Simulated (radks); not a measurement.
Question: Successive ionisation energies (eV) of one element, from differences of total energies of ions in their ground configurations, starting at charge 22: 739.59, 772.79, 820.49, 855.92, 890.48, 999.50, 1040.8, 1810.7, 1896.2, 1982.7, 2070.1, 2158.1, 2282.7, 2376.2, 2470.6, 2565.8, 2661.6, 2987.6, 3071.5, 3153.7, 3272.8, 3359.3. All-electron calculation, scalar-relativistic Kohn-Sham, r2SCAN, spin-polarised, spherical densities, finite nucleus; open shells are filled with parallel spins first (spin-orbit coupling, left out, can overturn this in heavy ions); meta-GGA in the generalised Kohn-Sham scheme; Fermi nuclear charge, rms radius 4.855 fm. Program: a radial shooting solver on a logarithmic mesh with Libxc functionals. Which element is it?

Answer: Lanthanum (Z = 57). The first species listed is La22+ in [Ar] 3d10 4s2 4p5, the last La43+ in [Ne] 3s2 3p2.
